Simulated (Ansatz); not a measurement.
Reactions of CH₅BSeSi (`[SeH][SiH]1BC1`).

Gas-phase electronic energies from Ansatz, PBE0-D4/def2-TZVP geometries. CBS: MP2 limit from def2 TZ/QZ plus the TZ coupled-cluster correction, frozen cores. This one scheme is used for every species. DFT in def2-TZVPP. Elements past krypton have def2 core potentials. For Br, Ge, I, In, Se, Sn outer-core shells are correlated without core-valence functions, which leaves a few kJ/mol of doubt a bond. Scalar relativity is left out up to krypton. Each species was taken in one conformer, which may not be the lowest.

```
                                                                                   reaction  MP2/CBS(def2) (kcal/mol)  r2SCAN-D4 (kcal/mol)  CCSD/CBS(def2) (kcal/mol)  CCSD(T)/CBS(def2) (kcal/mol)
                    `[SeH][SiH]1BC1` + `C=[CH][GeH3]` → `C=[C]([GeH3])[SeH]` + `B1C[SiH2]1`                      25.2                  25.6                       25.4                          25.2
            `[SeH][SiH]1BC1` + `[SiH3][SiH2][SeH]` → `[SiH3][SiH]1BC1` + `[SeH][SiH2][SeH]`                      -0.3                   0.2                       -0.5                          -0.2
              `[SeH][SiH]1BC1` + `[Cl][In]([Cl])[I]` → `I[SiH]1BC1` + `[Cl][In]([Cl])[SeH]`                       1.1                   1.0                        1.5                           1.4
                `[SeH][SiH]1BC1` + `[F][Al]([F])[Cl]` → `Cl[SiH]1BC1` + `[F][Al]([F])[SeH]`                       2.3                   2.0                        1.9                           2.1
`[SeH][SiH]1BC1` + `[F][Sn]([F])([F])[SiH3]` → `[F][Sn]([F])([F])[SeH]` + `[SiH3][SiH]1BC1`                       9.4                   8.0                        7.9                           7.9
                      `[SeH][SiH]1BC1` + `C[O][AlH][Br]` → `C[O][AlH][SeH]` + `Br[SiH]1BC1`                       4.8                   4.7                        4.6                           4.7
                                      `[SeH][SiH]1BC1` + `OBCl` → `O[SiH]1BC1` + `ClB[SeH]`                      13.9                  14.9                       13.8                          14.0
                `[SeH][SiH]1BC1` + `[OH][GeH2][SH]` → `[OH][GeH]([SH])[SeH]` + `B1C[SiH2]1`                       2.2                   2.2                        1.6                           2.0
                         `[SeH][SiH]1BC1` + `[OH][GeH3]` → `B1C[SiH2]1` + `[OH][GeH2][SeH]`                       1.7                   1.0                        0.5                           1.1
                            `[SeH][SiH]1BC1` + `N=C(Cl)Br` → `Br[SiH]1BC1` + `N=C(Cl)[SeH]`                     -10.9                 -10.1                      -11.0                         -10.5
```

Largest T1 diagnostic: 0.015, for `[F][Sn]([F])([F])[SiH3]`.
